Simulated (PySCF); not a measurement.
3-cyanopyridine, C6H4N2.
Bonds: N1–C2 (triple), C2–C3, C3–C4 (aromatic), C4–C5 (aromatic), C5–C6 (aromatic), C6–N7 (aromatic), N7–C8 (aromatic), C3–C8 (aromatic). Hydrogens: H9 on C4; H10 on C5; H11 on C6; H12 on C8.

Method: PBE0-D3(BJ)/def2-SVP geometry optimisation, gas phase in PySCF 2.14.0; density fitting, grid level 2; the optimiser is geomeTRIC in internal coordinates, started from a GFN2-xTB structure.

Step 0: E = -9248.7623 eV
```
atom  x, y, z in Å  |  force x, y, z in eV/Å
N1      3.3807    0.8743   -0.0787    1.669   0.494  -0.038
C2      2.2816    0.5505   -0.0530   -0.939  -0.284   0.023
C3      0.9284    0.1458   -0.0218   -0.353  -0.084   0.005
C4     -0.1059    1.0836   -0.0037   -0.028  -0.146   0.003
C5     -1.4095    0.6232    0.0254    0.103  -0.054  -0.003
C6     -1.6275   -0.7484    0.0355    0.073   0.061  -0.001
N7     -0.6513   -1.6408    0.0183   -0.118  -0.462   0.005
C8      0.5928   -1.2128   -0.0098   -0.030   0.099  -0.002
H9      0.1183    2.1405   -0.0123    0.091   0.409  -0.005
H10    -2.2396    1.3118    0.0395   -0.379   0.302   0.008
H11    -2.6295   -1.1553    0.0586   -0.535  -0.082   0.011
H12     1.3627   -1.9730   -0.0240    0.445  -0.252  -0.007
```

**Question.** Estimate the geometry and energy of step 1. (The exact step hangs on the optimiser's Hessian estimate; all steps are aligned on step 0, rigid shifts and turns removed.)

**Answer.** E = -9248.8030 eV, largest force 0.078 eV/Å
```
atom  x, y, z in Å  |  force x, y, z in eV/Å
N1      3.4105    0.8787   -0.0786    0.025   0.006   0.000
C2      2.2989    0.5517   -0.0533   -0.017  -0.004  -0.001
C3      0.9285    0.1438   -0.0225    0.014   0.007   0.000
C4     -0.1085    1.0848   -0.0040    0.019   0.075  -0.001
C5     -1.4164    0.6220    0.0257   -0.056   0.046   0.001
C6     -1.6364   -0.7556    0.0357   -0.067  -0.021   0.002
N7     -0.6572   -1.6561    0.0183    0.000  -0.018   0.000
C8      0.5929   -1.2203   -0.0100    0.055  -0.053  -0.001
H9      0.1184    2.1538   -0.0131   -0.007  -0.037   0.001
H10    -2.2587    1.3178    0.0409    0.030  -0.028   0.000
H11    -2.6607   -1.1478    0.0591    0.043   0.004  -0.001
H12     1.3898   -1.9735   -0.0242   -0.039   0.021   0.001
```

The energy changes by -0.0407 eV. The first-order estimate −F·Δx gives -0.0835 eV and the mean of the old and new forces, exact on a quadratic surface, -0.0411 eV. The step makes an angle of 56° with the force vector and moves no atom by more than 0.032 Å.

The cost below is that of the whole optimisation. Hardware: an Arm Neoverse V1 with one thread, shared host with 32 logical CPUs at a one-minute load of 18. Cost: 20 s wall, 0.68 GiB resident at most.
